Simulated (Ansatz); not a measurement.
Geometry optimisation, RKS BHLYP-D4/def2-mTZVP (Ansatz 0.2.0).

input.yaml

```yaml
crystal:
  periodic: [false, false, false]
  atoms:
    - { symbol: In, position_ang: [1.939, 0.1493, 0.3905] }
    - { symbol: H, position_ang: [-0.1585, -0.4324, -0.3059] }
    - { symbol: O, position_ang: [0.2563, -1.2357, -0.7394] }
    - { symbol: O, position_ang: [-0.4, 0.131, 1.297] }
    - { symbol: H, position_ang: [-0.3838, 0.3502, 0.2682] }
    - { symbol: Cl, position_ang: [-0.1231, 1.587, -0.9596] }
    - { symbol: H, position_ang: [-0.0659, -1.2502, -1.6445] }
    - { symbol: H, position_ang: [-1.064, 0.7007, 1.6938] }
basis:
  gaussian: { orbitals: def2-mTZVP }
hamiltonian:
  xc: { name: BHLYP }
  dispersion: d4
relax:
  f_tol: 0.15
  max_steps: 25
  restrain:
    - { distance: [0, 5], at: 2.44, k: 30.0 }
    - { distance: [4, 1], at: 0.62, k: 30.0 }
    - { distance: [0, 1], at: 3.03, k: 30.0 }
    - { distance: [4, 5], at: 2.63, k: 30.0 }
output:
  orbitals: {}
```

Command:

```bash
$ ansatz run input.yaml --threads 2 --pin off --max-ram 3072MiB --backend cpu --events-out ev --progress --plain --runs-dir out
```

**Question.** Where does it end, and by what steps?

**Answer.** The run converged. The restraints hold the end off the free minimum. After 11 steps the energy has fallen by 0.358 eV (the restraints' own energy left out); H5 moved furthest, 0.68 Å. Parted: In1–O3, In1–O4.

```
step  energy less start (eV)  largest force component (eV/Å)  accepted
   0                  0.0000                           4.791       yes
   1                 -0.2799                           5.243       yes
   2                 -0.4110                           4.911       yes
   3                 -0.0370                           8.626       yes
   4                 -0.2020                           7.820       yes
   5                 -0.3026                           5.447       yes
   6                 -0.3581                           5.602       yes
   7                 -0.2995                           4.852       yes
   8                 -0.2111                           5.014        no
   9                 -0.3672                           4.927       yes
  10                 -0.3607                           4.876       yes
  11                 -0.3582                           4.878       yes
```

```xyz
8
Properties=species:S:1:pos:R:3
In 2.156 0.641 0.261
H -0.440 -0.878 -0.105
O 0.057 -1.357 -0.793
O -0.567 0.041 1.405
H -0.494 -0.286 0.489
Cl 0.335 1.766 -0.953
H -0.112 -0.845 -1.585
H -0.936 0.918 1.282
```

Whether the end is a true minimum wasn't checked by a vibrational analysis.

Time of the run: 32 s on 2 threads of Intel(R) Xeon(R) 6975P-C (Granite Rapids), with other jobs on the host, peak memory 0.31 GiB.
